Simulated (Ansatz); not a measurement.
`C[O][W]([OH])([OH])([OH])([OH])[Cl]`, relaxed with RKS PBE0-D4/def2-TZVP in Ansatz from a GFN2-xTB geometry. The force threshold is 0.005 eV/Å; the program also tests the step.

The species carries charge 0 and has multiplicity 1. W: def2 effective core potential.

Start:

```xyz
15

C    -1.219    1.422   -1.347
O    -0.549    1.102   -0.157
W     0.433   -0.353    0.387
O     1.692    0.775    1.147
O    -0.539   -0.515    2.020
O     1.456   -1.848    0.799
O    -0.755   -1.442   -0.548
Cl    1.661   -0.203   -1.618
H    -1.853    0.570   -1.650
H    -1.849    2.310   -1.205
H    -0.480    1.625   -2.138
H     2.339    1.401    1.489
H    -1.301   -0.107    2.440
H     1.992   -2.454    1.319
H    -1.029   -2.281   -0.938
```

(1) How much energy does the relaxation release, and in how many steps? (Best estimate.)

(2) Which bonds change most? (An estimate is asked.)

(3) Give the relaxed structure. (An estimate is asked.)

Answers

(1) Computed: 17.31 kcal/mol, in 17 steps, 1 of them rejected.

(2) Ansatz gave: W3–Cl8 from 2.355 to 2.426 Å; W3–O6 from 1.857 to 1.912 Å; W3–O4 from 1.853 to 1.900 Å; W3–O5 from 1.907 to 1.877 Å.

(3) Ansatz gave: 
```xyz
15

C    -1.320    1.443   -1.342
O    -0.744    1.001   -0.150
W     0.307   -0.387    0.494
O     1.719    0.511    1.394
O    -0.666   -0.415    2.098
O     1.176   -2.061    0.812
O    -0.711   -1.505   -0.644
Cl    1.735    0.070   -1.414
H    -1.871    0.616   -1.802
H    -1.996    2.274   -1.133
H    -0.526    1.765   -2.023
H     2.498    0.764    0.889
H    -1.239    0.302    2.381
H     1.989   -2.014    1.324
H    -0.352   -2.364   -0.885
```
